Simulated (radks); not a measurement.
Neutral osmium inside a hard spherical wall (all orbitals vanish at R), configuration held at [Xe] 4f14 5d6 6s2 and not refilled when levels cross. Calculated with a radial shooting solver on a logarithmic mesh with Libxc functionals: scalar-relativistic Kohn-Sham, LDA (Slater exchange, Perdew-Wang correlation), spin-polarised, spherical densities, finite nucleus; open shells are filled with parallel spins first (spin-orbit coupling, left out, can overturn this in heavy ions); Fermi nuclear charge, rms radius 5.4126 fm. Eigenvalues in eV for spin up, with the zero of energy where the potential of the charges vanishes at infinity; a dash marks a level that is unbound or too diffuse for the functional's potential to be trusted. A positive occupied level is held by the wall or, in an anion where self-interaction has pushed it up, behind a barrier. The pressure on the wall is -dE/dV.

R (bohr) = free: E (hartree) -17240.9783; kinetic (hartree) 19096.399; e(4f) -52.280; e(5p) -51.813; e(5d) -7.319; e(6s) -6.866; e(6p, empty) -1.589; e(7s, empty) -0.036; pressure (GPa) 0
R (bohr) = 15: E (hartree) -17240.9783; kinetic (hartree) 19096.399; e(4f) -52.280; e(5p) -51.813; e(5d) -7.319; e(6s) -6.866; e(6p, empty) -1.586; e(7s, empty) 0.287; pressure (GPa) < 0.0001
R (bohr) = 10: E (hartree) -17240.9781; kinetic (hartree) 19096.401; e(4f) -52.264; e(5p) -51.797; e(5d) -7.305; e(6s) -6.853; e(6p, empty) -1.503; e(7s, empty) 1.535; pressure (GPa) 0.00561
R (bohr) = 8: E (hartree) -17240.9758; kinetic (hartree) 19096.423; e(4f) -52.145; e(5p) -51.679; e(5d) -7.194; e(6s) -6.751; e(6p, empty) -1.189; e(7s, empty) 3.698; pressure (GPa) 0.117
R (bohr) = 5: E (hartree) -17240.8538; kinetic (hartree) 19097.147; e(4f) -49.605; e(5p) -49.267; e(5d) -5.008; e(6s) -4.279; e(6p, empty) 3.260; e(7s, empty) 20.850; pressure (GPa) 15.8
R (bohr) = 4: E (hartree) -17240.4744; kinetic (hartree) 19098.916; e(4f) -45.186; e(5p) -45.300; e(5d) -1.260; e(6s) 0.927; e(6p, empty) 11.138; e(7s, empty) 44.432; pressure (GPa) 107
R (bohr) = 3: E (hartree) -17238.5781; kinetic (hartree) 19106.551; e(4f) -32.725; e(5p) -34.838; e(5d) 10.096; e(6s) 20.514; e(6p, empty) 38.059; e(7s, empty) 111.95; pressure (GPa) 1060
R (bohr) = 2.5: E (hartree) -17235.0299; kinetic (hartree) 19120.057; e(4f) -18.004; e(5p) -22.695; e(5d) 25.067; e(6s) 50.563; e(6p, empty) 76.164; e(7s, empty) 196.25; pressure (GPa) 4330
R (bohr) = 2: E (hartree) -17223.8324; kinetic (hartree) 19160.341; e(4f) 12.575; e(5p) 4.969; e(5d) 60.788; e(6s) 128.51; e(6p, empty) 167.91; e(7s, empty) 381.97; pressure (GPa) 23200
